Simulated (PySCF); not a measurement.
# Correlation energy of W(59+) (tungsten, charge +59)

Starting occupation: [Ne] 3s2 3p3, 3p1/2 with m_j = -1/2, +1/2, 3p3/2 with m_j = +3/2. All numbers are calculated (PySCF 2.14, X2C-1e with screened-nucleus spin-orbit coupling, Gaussian nucleus, in an uncontracted even-tempered set (18 s from 18 bohr⁻², ratio 2.4; 14 p from 24 bohr⁻², ratio 2.4; 4 d from 81 bohr⁻², ratio 2.6; 4 f from 120 bohr⁻², ratio 2.6)). Frozen: 1s2; 13 electrons correlated; the 48 highest virtual spinors left out.

MP2 pair energies summed by pair of shells (mhartree):

| pair | energy | share (%) |
| --- | --- | --- |
| 2p3/2-2p3/2 | -93.85 | 15.9 |
| 2p1/2-2p3/2 | -90.70 | 15.3 |
| 3p1/2-3s1/2 | -44.65 | 7.6 |
| 2p3/2-2s1/2 | -42.17 | 7.1 |
| 2p3/2-3p1/2 | -40.72 | 6.9 |
| 3p1/2-3p1/2 | -33.21 | 5.6 |
| 3s1/2-3s1/2 | -32.84 | 5.6 |
| 2p3/2-3s1/2 | -32.33 | 5.5 |
| 3p3/2-3s1/2 | -30.51 | 5.2 |
| 3p1/2-3p3/2 | -23.87 | 4.0 |
| 2p1/2-2p1/2 | -21.64 | 3.7 |
| 2p1/2-2s1/2 | -20.68 | 3.5 |
| 2p3/2-3p3/2 | -16.62 | 2.8 |
| 2p1/2-3p1/2 | -13.82 | 2.3 |
| 2p1/2-3s1/2 | -11.92 | 2.0 |
| 2s1/2-2s1/2 | -11.73 | 2.0 |
| 2s1/2-3p1/2 | -10.49 | 1.8 |
| 2s1/2-3s1/2 | -8.35 | 1.4 |
| 2p1/2-3p3/2 | -6.93 | 1.2 |
| 2s1/2-3p3/2 | -4.26 | 0.7 |

Total MP2 correlation energy: -591.28 mhartree.

At this charge the one-electron X2C treatment keeps the bare 1/r₁₂, with no two-electron picture change or Breit term. The effect here is smaller than on the frozen 1s shell.
